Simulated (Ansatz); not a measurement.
```xyz
13

C     2.0150   -0.5878   -0.0801
C     0.6115   -0.2015   -0.5107
As   -0.7020   -0.4413    0.9463
C    -2.2066    0.5129    0.1101
H     2.7237   -0.4945   -0.9076
H     2.3719    0.0511    0.7319
H     2.0540   -1.6212    0.2737
H     0.5726    0.8330   -0.8588
H     0.2713   -0.8362   -1.3338
H    -0.2102    0.7508    1.7658
H    -2.6290   -0.1213   -0.6705
H    -2.9779    0.6940    0.8592
H    -1.8944    1.4620   -0.3256
```

Total charge 0; spin multiplicity 1.

List the PBE0/def2-TZVPP orbital energies in eV (the Gaussian-basis code of Ansatz). (Estimate.)

Computed: Occupied: -11597.72, -1468.26, -1311.71, -1311.71, -1311.67, -278.29, -278.10, -277.96, -191.62, -138.31, -138.30, -138.16, -44.77, -44.77, -44.65, -44.65, -44.59, -21.51, -19.89, -17.50, -15.41, -12.65, -11.80, -11.58, -11.52, -10.52, -9.90, -9.13, -8.48, -6.70. Lowest empty: 0.66, 0.73, 1.96, 2.12, 2.57, 2.70, 3.07, 3.45.
